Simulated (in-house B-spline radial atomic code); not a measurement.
Response and correlation along the 22-electron series, closed shell [Ar] (3d3/2)4; the second-order energy is extrapolated in partial waves. Computed with a B-spline radial code for spherical atoms: relativistic RPA and second-order many-body perturbation theory on Dirac-Hartree-Fock.

Closed in jj coupling only.

| ion | Z | dipole polarisability (bohr³) | quadrupole polarisability (bohr⁵) | ratio of RPA to uncoupled dipole | second order correlation energy (Eh) | C6 of two such ions (Eh bohr⁶) |
| --- | --- | --- | --- | --- | --- | --- |
| La35+ | 57 | 0.010801 | 0.0010585 | 0.99115 | -1.2458 | 0.0015653 |
| Ce36+ | 58 | 0.0099878 | 0.00091635 | 0.99221 | -1.2501 | 0.0013772 |
| Pr37+ | 59 | 0.0092502 | 0.00079548 | 0.99324 | -1.2543 | 0.0012149 |
| Nd38+ | 60 | ? | ? | ? | ? | ? |
| Pm39+ | 61 | ? | ? | ? | ? | ? |
| Sm40+ | 62 | 0.0074108 | 0.00052848 | 0.99611 | -1.2664 | 0.00084634 |
| Eu41+ | 63 | 0.0069006 | 0.00046335 | 0.99699 | -1.2703 | 0.00075365 |

Task: Fill in the row of Nd38+.

Result: dipole polarisability (bohr³): 0.0085796; quadrupole polarisability (bohr⁵): 0.00069237; ratio of RPA to uncoupled dipole: 0.99424; second order correlation energy (Eh): -1.2584; C6 of two such ions (Eh bohr⁶): 0.0010744.

Task: Fill in the row of Pm39+.

Result: dipole polarisability (bohr³): 0.0079686; quadrupole polarisability (bohr⁵): 0.00060416; ratio of RPA to uncoupled dipole: 0.99519; second order correlation energy (Eh): -1.2624; C6 of two such ions (Eh bohr⁶): 0.00095251.

Task: How fast does the dipole polarisability fall along the series?

Result: From 0.0108 to 0.006901 bohr³; a fit of its logarithm against log Z from Z = 57 to 63 has slope -4.48.
